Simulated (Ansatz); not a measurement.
Si(NH2)Cl3 (SiNCl3H2). The state is a singlet with charge 0. Geometry PBE-D4/def2-SVP, basis def2-TZVP, Ansatz.

```json
{"run": "A", "HOMO (eV)": "-9.77", "LUMO (eV)": "0.83"}
{"run": "B", "HOMO (eV)": "-11.28", "LUMO (eV)": "2.20"}
{"run": "C", "HOMO (eV)": "-7.81", "LUMO (eV)": "-0.44"}
{"run": "D", "HOMO (eV)": "-6.85", "LUMO (eV)": "-1.08"}
{"run": "E", "HOMO (eV)": "-6.91", "LUMO (eV)": "-1.19"}
{"run": "F", "HOMO (eV)": "-8.40", "LUMO (eV)": "-0.18"}
```

LC-ωPBE has ω = 0.4 bohr⁻¹.

**Question.** The runs used BHLYP, LC-ωPBE, PBE, PBE0, r2SCANh, revPBE. Estimate which is which.

**Answer.** A BHLYP (50 % exact exchange); B LC-ωPBE (range-separated); C r2SCANh (10 % exact exchange); D revPBE (0 % exact exchange); E PBE (0 % exact exchange); F PBE0 (25 % exact exchange). Exact exchange lowers occupied and raises empty levels; among semilocal functionals meta-GGAs tend to open the gap a little, and such runs are hard to tell apart. The gap grows from 5.72 eV (PBE) to 13.48 eV (LC-ωPBE).
